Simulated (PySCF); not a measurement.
Electron correlation in Mn+ (manganese, charge +1)

[Ar] 3d6, high-spin 5D determinant (an excited configuration). All numbers are calculated (PySCF 2.14, no relativity, point nucleus, in def2-TZVPPD). Frozen: [Ne]; 14 electrons correlated.

```tsv
level	correlation energy (mhartree)
CCSD	-456.48
(T)	-10.54
CCSD(T)	-467.02
```

Diagnostics: T1 = 0.010, D1 = 0.0256, largest double amplitude 0.029.

Question: Is a single reference adequate?

Answer: Yes: T1 lies below 0.03 and no double amplitude reaches 0.07.

This basis was not built for core-valence correlation, so the inner-shell part is incomplete.
